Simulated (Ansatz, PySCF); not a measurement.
The pair A = H2 (SMILES [H][H]) (first 2 atoms), B = C4H6 (SMILES C=CC=C); geometry from B3LYP-D3(BJ)/def2-TZVP.
(charge 0, multiplicity 1):
```tsv
atom	x (Å)	y (Å)	z (Å)
H	-0.3978	-0.7720	-0.1385
H	-0.3146	-0.3297	0.4548
C	0.9178	1.5270	2.6492
C	0.0083	0.8175	3.3196
C	0.1371	-0.5963	3.6224
C	-0.7762	-1.3066	4.2861
H	1.8317	1.0716	2.2856
H	0.7788	2.5796	2.4435
H	-0.8979	1.3045	3.6693
H	1.0429	-1.0837	3.2725
H	-0.6399	-2.3603	4.4883
H	-1.6909	-0.8510	4.6475
```

Cores are frozen in the correlated methods. Rows in 6-31G* carry no dispersion term and start afresh at each structure (6-31G* with six Cartesian d functions). MP2/6-31G* freezes PySCF's default core.

Codes used: Ansatz (a program for electronic structure); PySCF for 6-31G* rows. Each number belongs to the level named beside it.

Total energies (hartree), monomers frozen at their geometry in the pair:

```csv
structure,HF/6-31G*,MP2/6-31G*,CCSD(T)/aug-cc-pVDZ
AB,-156.0456018,-156.5671744,-156.7285181
A in the pair's basis,-1.1267115,-1.1441627,-1.1649073
B in the pair's basis,-154.9194901,-155.4230824,-155.5629305
A,-1.1266731,-1.1441053,-1.1647075
B,-154.9189299,-155.4223432,-155.5623462
```

### Question
Work out the interaction energy without and with the counterpoise correction, and the superposition error, for each level.

### Answer

E(AB) − E(A) − E(B), times 627.509 kcal/mol, with the monomers in their own basis and then in the pair's basis:
- HF/6-31G*: 0.00 uncorrected, 0.38 corrected; the monomers gain 0.38 kcal/mol from borrowed functions
- MP2/6-31G*: -0.46 uncorrected, 0.04 corrected; the monomers gain 0.50 kcal/mol from borrowed functions
- CCSD(T)/aug-cc-pVDZ: -0.92 uncorrected, -0.43 corrected; the monomers gain 0.49 kcal/mol from borrowed functions
